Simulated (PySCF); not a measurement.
C3H11NSSi.
SMILES: `[SiH2](S)NC(C)C`

Computed, not measured: TDDFT CAM-B3LYP/def2-SVPD, vertical, gas phase, core orbitals frozen in the response (PySCF 2.14.0, density-fitted response routines). The structure is a single GFN2-xTB conformer in the gas phase; no vibrational or solvent corrections. Torsions of this conformer, `[CH3:1][CH:2]([CH3:3])[NH:4][SiH2:5][SH:6]`: C1–C2–N4–Si5 -150°, C2–N4–Si5–S6 178°, H–S6–Si5–N4 -56°.

Orbital energies (eV): HOMO-3 -11.12, HOMO-2 -10.24, HOMO-1 -8.63, HOMO -8.38, LUMO 0.99, LUMO+1 1.07, LUMO+2 1.60.

Lowest singlets, with some entries withheld (?).

| state | λ (nm) | f | main configurations (H = HOMO, L = LUMO) |
| --- | --- | --- | --- |
| S1 | ? | ? | ? |
| S2 | 199.3 | 0.0088 | H→L+1 (36%), H-1→L (30%), H→L (10%) |
| S3 | 191.3 | 0.0079 | H→L (44%), H→L+1 (34%) |
| S4 | 188.3 | 0.020 | H-1→L (29%), H-1→L+1 (20%), H-1→L+2 (16%) |
| S5 | ? | ? | ? |
| S6 | 169.6 | 0.012 | H-1→L+1 (27%), H→L+6 (23%), H-1→L+6 (13%) |
| S7 | 168.0 | 0.026 | H→L+6 (37%), H→L+2 (15%), H-1→L+6 (14%) |
| S8 | 163.4 | 0.0096 | H→L+3 (29%), H-1→L+3 (21%), H-1→L+2 (16%) |

Q: What stands in place of each question mark?

A: 
- S1: λ = 200.1 nm; f = 0.023; H-1→L (33%), H→L (31%), H→L+1 (13%)
- S5: λ = 173.7 nm; f = 0.011; H→L+2 (52%), H→L+6 (20%)

Q: Where do the lowest triplets lie (Tamm–Dancoff)?

A: T1 5.79 eV, H-1→L (60%), H-1→L+8 (10%); T2 5.99 eV, H→L+1 (45%), H→L (29%); T3 6.22 eV, H-1→L+1 (23%), H-1→L (22%), H-1→L+4 (17%). E(S1) − E(T1) = +0.41 eV.

Q: What is the mean static polarisability from the same response equations?

A: 92.5 au (13.71 Å³), with principal values 81.0, 87.2 and 109.2 au.

Q: How far apart are S1 and S2, in eV and cm⁻¹?

A: 6.220 − 6.197 = 0.023 eV, or about 190 cm⁻¹.

The run took 98 s (with the writing of density and orbital grids) on one thread of an Arm Neoverse N1, shared host with 64 logical CPUs at a one-minute load of 62, and the process peaked at 0.99 GiB of memory.

Without π bonds the low states are Rydberg-like; a valence basis with one diffuse set may place them up to an eV too high.
